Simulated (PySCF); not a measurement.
Level of theory: PySCF, PBE0, basis Rh def2-TZVP with ECP28, F def2-TZVP (scalar-relativistic core potentials, no spin–orbit coupling, density fitting).

Each entry is the lowest minimum that a search over a few typed start shapes (and spin states, where more than one is plausible) found, or that minimum re-optimised at the stated level; isomers with ligand–ligand bonds, or fragments after loss of a ligand pair, can lie lower. Open shells are unrestricted.

RhF₂ is a quartet of D∞h symmetry with Rh–F 1.839 Å (×2); F–Rh–F 180.0°. Its wavenumbers are 144 (×2), 620, 700 cm⁻¹.

Problem. What changes when one electron is removed, giving RhF₂⁺?

Solution. It costs 11.09 eV between the minima (11.09 eV with zero-point energy). RhF₂⁺ is a quintet of D∞h symmetry with Rh–F 1.802 Å (×2); F–Rh–F 180.0°; wavenumbers 58 (×2), 682, 790 cm⁻¹.

Open d and f shells are described by one determinant, and the ground state may have another occupation or spin.
